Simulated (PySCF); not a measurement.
C$_{5}$H$_{12}$, charge +1, doublet, at a GFN2-xTB geometry of the parent state (a state made from the parent by changing its charge; the spin is typed, not shown lowest); MP2/6-31G (PySCF).

PySCF was given this input:
```python
from pyscf import gto, scf, mp

mol = gto.M(
    atom='''
C    -0.342155   -0.440932    1.424642
C     0.000000   -0.000000    0.000000
C     0.140297    1.523020   -0.042687
C    -1.116514   -0.436182   -0.950914
C     1.318372   -0.645907   -0.431040
H    -1.277917    0.008553    1.749940
H    -0.446243   -1.522623    1.475778
H     0.441015   -0.139505    2.116951
H     0.383913    1.856752   -1.049057
H    -0.788353    2.001456    0.260981
H     0.930579    1.853398    0.627991
H    -2.063690    0.013373   -0.660635
H    -1.232017   -1.517803   -0.934797
H    -0.891425   -0.131331   -1.970672
H     1.238762   -1.730619   -0.407259
H     2.126021   -0.347501    0.233913
H     1.579354   -0.344148   -1.443135
''',
    basis='6-31g',
    charge=1,
    spin=1,
    verbose=4,
)

mf = scf.UHF(mol)
mf.kernel()

pt = mp.MP2(mf)
pt.kernel()
print('E(MP2) = %.10f' % pt.e_tot)
mf.analyze()
```

Question: What does PySCF print? Leave out banner, timings and long lists.

Answer: 
```
PySCF version 2.14.0

[INPUT] verbose = 4
[INPUT] num. atoms = 17
[INPUT] num. electrons = 41
[INPUT] charge = 1
[INPUT] spin (= nelec alpha-beta = 2S) = 1
[INPUT] symmetry False subgroup None
[INPUT] Mole.unit = angstrom
[INPUT] Symbol           X                Y                Z      unit          X                Y                Z       unit  Magmom
[...]
nuclear repulsion = 199.27094055107
number of shells = 49
number of NR pGTOs = 158
number of NR cGTOs = 69
basis = 6-31g
ecp = {}

******** <class 'pyscf.scf.uhf.UHF'> ********
method = UHF
initial guess = minao
damping factor = 0
level_shift factor = 0
DIIS = <class 'pyscf.scf.diis.CDIIS'>
diis_start_cycle = 1
diis_space = 8
diis_damp = 0
SCF conv_tol = 1e-09
SCF conv_tol_grad = None
SCF max_cycles = 50
direct_scf = True
direct_scf_tol = 1e-13
number electrons alpha = 21  beta = 20
Set gradient conv threshold to 3.16228e-05
init E= -197.095209505819

cycle= 1 E= -195.762623471378  delta_E= 1.33  |g|= 0.356  |ddm|= 2.22
cycle= 2 E= -195.841414605018  delta_E= -0.0788  |g|= 0.165  |ddm|= 0.643
cycle= 3 E= -195.85765751245  delta_E= -0.0162  |g|= 0.0443  |ddm|= 0.185
cycle= 4 E= -195.860303779781  delta_E= -0.00265  |g|= 0.0153  |ddm|= 0.0977
cycle= 5 E= -195.86090864295  delta_E= -0.000605  |g|= 0.00937  |ddm|= 0.0339
cycle= 6 E= -195.861199781235  delta_E= -0.000291  |g|= 0.00323  |ddm|= 0.0318
cycle= 7 E= -195.861246579501  delta_E= -4.68e-05  |g|= 0.00212  |ddm|= 0.0114
cycle= 8 E= -195.861265285688  delta_E= -1.87e-05  |g|= 0.00186  |ddm|= 0.00532
cycle= 9 E= -195.86129275312  delta_E= -2.75e-05  |g|= 0.00181  |ddm|= 0.00782
cycle= 10 E= -195.861311971396  delta_E= -1.92e-05  |g|= 0.0018  |ddm|= 0.00549
cycle= 11 E= -195.86133749958  delta_E= -2.55e-05  |g|= 0.00181  |ddm|= 0.00726
cycle= 12 E= -195.861280778527  delta_E= 5.67e-05  |g|= 0.00179  |ddm|= 0.0162
cycle= 13 E= -195.86120000008  delta_E= 8.08e-05  |g|= 0.00174  |ddm|= 0.0238
cycle= 14 E= -195.861143894505  delta_E= 5.61e-05  |g|= 0.0017  |ddm|= 0.0174
cycle= 15 E= -195.860950487228  delta_E= 0.000193  |g|= 0.00179  |ddm|= 0.0685
cycle= 16 E= -195.860939670981  delta_E= 1.08e-05  |g|= 0.00142  |ddm|= 0.00687
cycle= 17 E= -195.860826525175  delta_E= 0.000113  |g|= 0.00158  |ddm|= 0.065
cycle= 18 E= -195.860806538381  delta_E= 2e-05  |g|= 0.00112  |ddm|= 0.0281
cycle= 19 E= -195.860808571442  delta_E= -2.03e-06  |g|= 0.0015  |ddm|= 0.0173
cycle= 20 E= -195.86081488932  delta_E= -6.32e-06  |g|= 0.00168  |ddm|= 0.00866
cycle= 21 E= -195.860809696101  delta_E= 5.19e-06  |g|= 0.000547  |ddm|= 0.0152
cycle= 22 E= -195.860806871991  delta_E= 2.82e-06  |g|= 0.000391  |ddm|= 0.0181
cycle= 23 E= -195.86080787489  delta_E= -1e-06  |g|= 0.000293  |ddm|= 0.00463
cycle= 24 E= -195.860807623894  delta_E= 2.51e-07  |g|= 9.69e-05  |ddm|= 0.00529
cycle= 25 E= -195.860807612835  delta_E= 1.11e-08  |g|= 4.12e-05  |ddm|= 0.00197
cycle= 26 E= -195.860807631514  delta_E= -1.87e-08  |g|= 2.86e-05  |ddm|= 0.00101
cycle= 27 E= -195.860807625384  delta_E= 6.13e-09  |g|= 1.36e-05  |ddm|= 0.000484
cycle= 28 E= -195.860807623221  delta_E= 2.16e-09  |g|= 7.67e-06  |ddm|= 0.000236
cycle= 29 E= -195.860807622398  delta_E= 8.23e-10  |g|= 6.3e-06  |ddm|= 8.79e-05
Extra cycle  E= -195.860807622537  delta_E= -1.39e-10  |g|= 5.61e-06  |ddm|= 1.29e-05
converged SCF energy = -195.860807622537  <S^2> = 0.76340291  2S+1 = 2.0133583

******** <class 'pyscf.mp.ump2.UMP2'> ********
nocc = (np.int64(21), np.int64(20)), nmo = (69, 69)
E(UMP2) = -196.321046326644  E_corr = -0.460238704106653
E(SCS-UMP2) = -196.327780264462  E_corr = -0.466972641925067
E_corr(same-spin) = -0.0984390034649044
E_corr(oppo-spin) = -0.361799700641749
E(MP2) = -196.3210463266
**** SCF Summaries ****
Total Energy =                        -195.860807622536868
Nuclear Repulsion Energy =             199.270940551070112
One-electron Energy =                 -648.259090478956978
Two-electron Energy =                  253.127342305349998
[...]
spin_pop of  1 C 2pz       0.17784
spin_pop of  1 C 3px       0.00070
spin_pop of  1 C 3py       0.00017
spin_pop of  1 C 3pz       0.00084
spin_pop of  2 C 1s        0.00000
spin_pop of  2 C 2s       -0.00584
spin_pop of  2 C 3s        0.00013
spin_pop of  2 C 2px      -0.00117
spin_pop of  2 C 2py      -0.01825
spin_pop of  2 C 2pz      -0.00069
spin_pop of  2 C 3px       0.00028
spin_pop of  2 C 3py       0.00038
spin_pop of  2 C 3pz       0.00036
spin_pop of  3 C 1s        0.00000
spin_pop of  3 C 2s       -0.00584
spin_pop of  3 C 3s        0.00013
spin_pop of  3 C 2px      -0.00920
spin_pop of  3 C 2py      -0.00436
spin_pop of  3 C 2pz      -0.00656
spin_pop of  3 C 3px       0.00049
spin_pop of  3 C 3py       0.00003
spin_pop of  3 C 3pz       0.00051
spin_pop of  4 C 1s       -0.00000
spin_pop of  4 C 2s        0.01321
spin_pop of  4 C 3s        0.00026
spin_pop of  4 C 2px       0.18700
spin_pop of  4 C 2py       0.03298
spin_pop of  4 C 2pz       0.06086
spin_pop of  4 C 3px       0.00089
spin_pop of  4 C 3py       0.00033
spin_pop of  4 C 3pz       0.00068
spin_pop of  5 H 1s        0.05116
spin_pop of  5 H 2s        0.00065
spin_pop of  6 H 1s       -0.01626
spin_pop of  6 H 2s        0.00021
spin_pop of  7 H 1s       -0.01627
spin_pop of  7 H 2s        0.00021
spin_pop of  8 H 1s        0.02680
spin_pop of  8 H 2s        0.00017
spin_pop of  9 H 1s        0.02675
spin_pop of  9 H 2s        0.00017
spin_pop of  10 H 1s        0.00053
spin_pop of  10 H 2s        0.00000
spin_pop of  11 H 1s        0.02675
spin_pop of  11 H 2s        0.00017
spin_pop of  12 H 1s        0.00053
spin_pop of  12 H 2s        0.00000
spin_pop of  13 H 1s        0.02680
spin_pop of  13 H 2s        0.00017
spin_pop of  14 H 1s       -0.01626
spin_pop of  14 H 2s        0.00021
spin_pop of  15 H 1s       -0.01626
spin_pop of  15 H 2s        0.00021
spin_pop of  16 H 1s        0.05121
spin_pop of  16 H 2s        0.00065
 ** Mulliken Spin Density (per atom)  **
spin density of  0 C =      0.29669
spin density of  1 C =      0.30842
spin density of  2 C =     -0.02481
spin density of  3 C =     -0.02480
spin density of  4 C =      0.29620
spin density of  5 H =      0.05181
spin density of  6 H =     -0.01605
spin density of  7 H =     -0.01606
spin density of  8 H =      0.02697
spin density of  9 H =      0.02691
spin density of  10 H =      0.00053
spin density of  11 H =      0.02692
spin density of  12 H =      0.00053
spin density of  13 H =      0.02697
spin density of  14 H =     -0.01605
spin density of  15 H =     -0.01605
spin density of  16 H =      0.05187
 ** Mulliken pop alpha/beta on meta-lowdin orthogonal AOs **
 ** Mulliken pop       alpha | beta **
In total            21.00000 | 20.00000
 ** Mulliken atomic charges   ( Nelec_alpha | Nelec_beta ) **
charge of  0C =     -0.20028  (     3.24848      2.95179 )
charge of  1C =      0.17047  (     3.06897      2.76056 )
charge of  2C =     -0.30125  (     3.13822      3.16303 )
charge of  3C =     -0.30125  (     3.13822      3.16303 )
charge of  4C =     -0.20044  (     3.24832      2.95212 )
charge of  5H =      0.19452  (     0.42865      0.37684 )
charge of  6H =      0.15445  (     0.41475      0.43080 )
charge of  7H =      0.15445  (     0.41475      0.43081 )
charge of  8H =      0.14473  (     0.44112      0.41415 )
charge of  9H =      0.14468  (     0.44111      0.41420 )
charge of  10H =      0.12361  (     0.43846      0.43793 )
charge of  11H =      0.14469  (     0.44112      0.41420 )
charge of  12H =      0.12361  (     0.43846      0.43793 )
charge of  13H =      0.14472  (     0.44112      0.41416 )
charge of  14H =      0.15440  (     0.41478      0.43083 )
charge of  15H =      0.15440  (     0.41478      0.43082 )
charge of  16H =      0.19450  (     0.42868      0.37682 )

WARN: System has nonzero charge 1; the dipole moment is origin-dependent.
Location of origin: [0. 0. 0.]

Dipole moment(X, Y, Z, Debye):  0.62706, -0.69898,  0.64009
```
